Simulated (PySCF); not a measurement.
Two species compared at the same levels of theory.

First species: C₄H₁₁GaS.
Z-matrix (Å and degrees, PBE0-D3(BJ)/def2-SVP geometry), rows numbered from 1:
```
C 
C   1  1.3413
Ga  2  1.9810  1  122.98
S   3  2.5294  2   98.42  1   -94.11
C   4  1.8032  3  100.95  2    55.67
C   4  1.8041  3  101.77  2   -47.60
H   1  1.0986  2  122.90  3  -178.80
H   1  1.0979  2  121.63  3    -0.05
H   2  1.1004  1  116.31  3   178.57
H   3  1.5781  2  118.69  1   162.46
H   3  1.5812  2  115.33  1     6.96
H   5  1.0988  4  109.89  3  -168.96
H   5  1.0999  4  110.01  3   -46.22
H   5  1.0982  4  106.75  3    72.32
H   6  1.0989  4  109.93  3   170.14
H   6  1.0982  4  106.97  3   -71.16
H   6  1.0990  4  110.22  3    47.81
```

Second species: C9H12S.
SMILES: `c1csc(C2CCCC2)c1`

Levels: wB97X-D/def2-SVPD for HOMO energy, LUMO energy, HOMO–LUMO gap and static isotropic polarisability; TDDFT wB97X-D/def2-SVPD for lowest singlet excitation; TDA wB97X-D/def2-SVPD for lowest triplet excitation (Tamm–Dancoff); ΔSCF wB97X-D/def2-SVPD for vertical ionisation energy. Geometries: PBE0-D3(BJ)/def2-SVP. All species are isolated and taken at one optimised geometry, non-relativistic unless stated; the electronic structure was computed with PySCF and density fitting.

Dipoles, sizes and rotational constants follow the conformer. The torsions of the flexible species, by atom-mapped SMILES:
- `[CH2:1]=[CH:2][GaH2-:3][S+:4]([CH3:5])[CH3:6]`: C1–C2–Ga3–S4 -94°, C2–Ga3–S4–C5 56°

The conformers of `c1csc(C2CCCC2)c1` aren't listed.

Values for the first species:

- HOMO energy: -9.21 eV
- LUMO energy: 1.31 eV
- HOMO–LUMO gap: 10.52 eV
- Lowest singlet excitation: 5.66 eV
- Lowest triplet excitation (Tamm–Dancoff): 4.31 eV
- Static isotropic polarisability: 103.6 au
- Vertical ionisation energy: 9.32 eV

(1) Estimate the same properties for the second species, and the change in each.

Answers

(1) 
| property | first | second | second less first |
| --- | --- | --- | --- |
| HOMO energy | -9.21 eV | -8.26 eV | +0.95 eV |
| LUMO energy | 1.31 eV | 1.38 eV | +0.07 eV |
| HOMO–LUMO gap | 10.52 eV | 9.64 eV | -0.88 eV |
| lowest singlet excitation | 5.66 eV | 5.55 eV | -0.11 eV |
| lowest triplet excitation (Tamm–Dancoff) | 4.31 eV | 3.71 eV | -0.60 eV |
| static isotropic polarisability | 103.6 au | 118.2 au | +14.6 au |
| vertical ionisation energy | 9.32 eV | 8.27 eV | -1.05 eV |

On the first: The polarisability is 15.36 Å³ as a volume (1 au = 0.148185 Å³), or 1.26 au for each of the 82 electrons. The ΔSCF ionisation energy exceeds −ε(HOMO) by 0.11 eV with wB97X-D. Relativistic effects, spin–orbit coupling among them, are left out although an element past zinc is present.

On the second: The vertical singlet–triplet gap S1 − T1 is 1.84 eV (TDDFT singlet less Tamm–Dancoff triplet; S1: HOMO→LUMO, weight 0.96; T1: HOMO→LUMO, weight 0.94). The 10 singlets span 5.55 to 7.52 eV, and their oscillator strengths add up to 0.51.
